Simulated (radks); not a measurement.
Sr24+, 14 electrons, occupied as [Ne] 3s2 3p2. All-electron calculation, Dirac Kohn-Sham, LDA (Slater exchange, Perdew-Wang correlation), spin-unpolarised, spherical densities, point nucleus; open shells fill j = l - 1/2 first. Program: a radial shooting solver on a logarithmic mesh with Libxc functionals. Some entries of the table are withheld. Estimate them.

orbital  occ.  eigenvalue (eV)  <r^2> (bohr^2)  <1/r> (bohr^-1)
1s1/2       2        -17012.83        0.002070            38.95
2s1/2       2        -3217.597         0.03409            8.884
2p1/2       2              (1)         0.02584              (2)
2p3/2       4              (3)         0.02715              (4)
3s1/2       2        -1199.565          0.2046            3.491
3p1/2       2        -1137.671          0.1925              (5)
3p3/2       0        -1121.515          0.1982              (6)

Answer. 
(1) 2p1/2 eigenvalue (eV): -3036.587
(2) 2p1/2 <1/r> (bohr^-1): 8.844
(3) 2p3/2 eigenvalue (eV): -2966.519
(4) 2p3/2 <1/r> (bohr^-1): 8.505
(5) 3p1/2 <1/r> (bohr^-1): 3.432
(6) 3p3/2 <1/r> (bohr^-1): 3.350
